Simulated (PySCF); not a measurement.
**Correlation energy of As(2+) (arsenic, charge +2)**

[Ar] 3d10 4s2 4p1, 2P determinant. Computed with PySCF 2.14 in aug-cc-pwCVTZ-PP with ECP10MDF, with a scalar-relativistic core potential. Frozen: 3s2 3p6 3d10; 3 electrons correlated.

MP2 pair energies summed by pair of shells (mhartree):

| pair | energy | share (%) |
| --- | --- | --- |
| 4s-4s | -23.24 | 55.5 |
| 4s-4p | -18.66 | 44.5 |

Total MP2 correlation energy: -41.90 mhartree.

Same-spin part -2.71 and opposite-spin part -39.18 mhartree; SCS-MP2 scales them by 1/3 and 6/5 to -47.93 mhartree.
